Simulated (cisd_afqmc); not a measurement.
Input (AFQMC/CISD/cc-pV(T+d)Z; cisd_afqmc is a phaseless AFQMC code with CISD trial states that reads the integrals written by Ansatz): A basis named .json is the Basis Set Exchange file of that set.

Ansatz 0.2 input:
```python
import cisd_afqmc

open("ham.yaml", "w").write("""\
crystal:
  periodic: [false, false, false]
  atoms:
    - {symbol: Cl, position_ang: [1.67396132, 0.34604040, -0.06080255]}
    - {symbol: C, position_ang: [0.60093478, -0.99847587, -0.02298583]}
    - {symbol: C, position_ang: [-0.72031732, -0.91602633, 0.02537229]}
    - {symbol: Cl, position_ang: [-1.61799549, 0.55146701, 0.05968379]}
    - {symbol: H, position_ang: [1.09109596, -1.96072980, -0.04188708]}
    - {symbol: H, position_ang: [-1.32621992, -1.80988304, 0.04658721]}
basis:
  gaussian:
    orbitals: cc-pV_T+d_Z.json
magnetization: {spin_polarized: false}
correlation: {method: ccsd, electrons: outside_noble_gas, hamiltonian_folder: ham}
""")
rep = cisd_afqmc.ansatz("ham.yaml")
e_ccsd = rep["correlation"]["coupled_cluster"]["energy"]["hartree"]
out = cisd_afqmc.run("ham", e_ccsd, trial="CISD", walkers=1000, populations=1, threads=12, dt=0.005, steps=40, early=24, settle=10, least=100,
    cut=5e-5, rank_cut=2e-4, target=0.0004, seconds=1500, seed=4, memory=62639, gpu=True)
```

Output:

```
orbitals 154, occupied [12], factors 913 of 984, rank of the doubles 574 of 1704
E(HF) = -995.935904
E(CCSD) on the cut factors = -996.675527, shift to the whole factors -0.000008
Energy of the trial state on the determinant = -996.675490
  tau behind 7.2 of longer steps, mean of the populations' last blocks
   2.0  -996.71065
   4.0  -996.71225
   6.0  -996.71577
   8.0  -996.71375
  10.0  -996.71764
  12.0  -996.71566
  14.0  -996.71375
  16.0  -996.71539
  18.0  -996.71345
  20.0  -996.71334
  22.0  -996.71428
  24.0  -996.71287
  26.0  -996.71541
  28.0  -996.71488
  30.0  -996.71265
  32.0  -996.71447
  34.0  -996.71373
  36.0  -996.71401
blocks 176 (0 outliers left out), error by blocks joined: 1: 0.00024, 2: 0.00029, 4: 0.00036, 8: 0.00039
E(AFQMC/CISD) = -996.71434 +/- 0.00039
```
